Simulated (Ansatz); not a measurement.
Ansatz (a first-principles code) input (RPA@PBE/def2-TZVPP):

Ansatz 0.2 input:
```yaml
crystal:
  periodic: [false, false, false]
  atoms:
    - {symbol: Te, position_ang: [0.01008701, -0.00336751, 0.56904824]}
    - {symbol: Cl, position_ang: [1.11314988, 1.34634042, -0.88237747]}
    - {symbol: Cl, position_ang: [-1.14400425, -1.33603980, -0.85824068]}
basis:
  gaussian:
    orbitals: def2-TZVPP
hamiltonian:
  xc: pbe
total_charge: 1
magnetization: {spin_polarized: true, initial_magnetization: 1}
correlation: {method: rpa, electrons: outside_noble_gas}
```

Output:

```
Functional definition: PBE
integrals: 0.14 GiB planned
980 factors; integrals over basis functions are off by at most 9.8e-4 eV
mean field: 0.43 GiB planned
mean field evaluation 1: about -32316.6342 eV, gradient 3.1e1 eV
mean field evaluation 2: about -32316.6362 eV, gradient 3.1e1 eV
mean field evaluation 4: about -32321.1713 eV, gradient 1.1e1 eV
mean field evaluation 8: about -32321.7207 eV, gradient 2.7e-1 eV
mean field evaluation 16: about -32321.7207 eV, gradient 5.1e-4 eV
mean field evaluation 32: about -32311.4628 eV, gradient 1.7e1 eV
mean field -32321.72071604 eV, -1187.8013278654 hartree, gradient 1.8e-6 eV, S^2 0.751852; 0 other end points of the search recorded, 0 dependent functions left out
19 core orbitals not correlated
reference -32264.74374149 eV, -1185.7074626709 hartree; 10, 9 occupied and 105, 106 virtual orbitals, 980 factors
Total energy: -32287.12581367 eV, -1186.5299886524 hartree
```
